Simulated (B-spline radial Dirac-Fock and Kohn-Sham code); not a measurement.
## Levels of muonic ¹⁰⁰Mo

Nucleus: ¹⁰⁰Mo, Fermi distribution (skin thickness 2.3 fm), rms radius 4.4468 fm (measured, Angeli and Marinova 2013).

Input of the calculation (task.json; shells as n, l, electrons):

```json
{"items": [{
  "Z": 42,
  "q": 0,
  "cfg": [[1, 0, 2], [2, 0, 2], [2, 1, 6], [3, 0, 2], [3, 1, 6], [3, 2, 10], [4, 0, 2], [4, 1, 6], [4, 2, 5], [5, 0, 1]],
  "A": 100,
  "rrms": 4.4468,
  "do": "muonic",
  "nuclei": [[100, 99.907468, 4.4468, "measured", "fermi"]]
}]}
```

Launch: `python xray2_run.py task.json out`

The computed values come from a radial atomic solver: the Dirac equation of a negative muon with reduced mass in the field of a spherical finite nucleus, with the Uehling potential to all orders; nuclear polarisation, deformation, hyperfine structure, self-energy, higher-order vacuum polarisation, relativistic recoil and electron screening are left out.

```tsv
level	binding (keV)	point nucleus, no QED (keV)	vacuum polarisation (keV)	⟨r⟩ (fm)
1s1/2	3946	5079	27.274	11.5
2s1/2	1118	1278	5.444	40.5
2p1/2	1273	1278	6.703	29.5
2p3/2	1249	1247	6.312	30.3
3s1/2	515.7	564.3	1.803	87.8
3p1/2	562.6	564.3	2.057	74.4
3p3/2	555.5	555.1	1.961	75.5
3d3/2	556.8	555.1	1.642	63.1
3d5/2	553.8	552.2	1.608	63.6
```

Task: By how much does the finite nuclear size lower the 1s binding energy?

Result: By 1160 keV, 22.84 % of the point-nucleus value (point value plus vacuum polarisation less the binding energy). The 1s orbit has ⟨r⟩ = 11.5 fm.
